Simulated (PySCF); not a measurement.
## Electron correlation in I+ (iodine, charge +1)

[Kr] 4d10 5s1 5p5, high-spin 3P determinant (an excited configuration). Computed with PySCF 2.14 in x2c-TZVPPall (8s6p4d2f, 60 functions), with the spin-free X2C one-electron Hamiltonian (Gaussian nucleus). Frozen: [Ar] 3d10; 24 electrons correlated.

| level | correlation energy (mhartree) |
| --- | --- |
| CCSD | -585.84 |
| (T) | -26.53 |
| CCSD(T) | -612.37 |

Diagnostics: T1 = 0.0097, D1 = 0.0405, largest double amplitude 0.187.

Is a single reference adequate?

Not fully. A double-excitation amplitude exceeds 0.15, a sign of near-degeneracy.

This basis was not built for core-valence correlation, so the inner-shell part is incomplete.
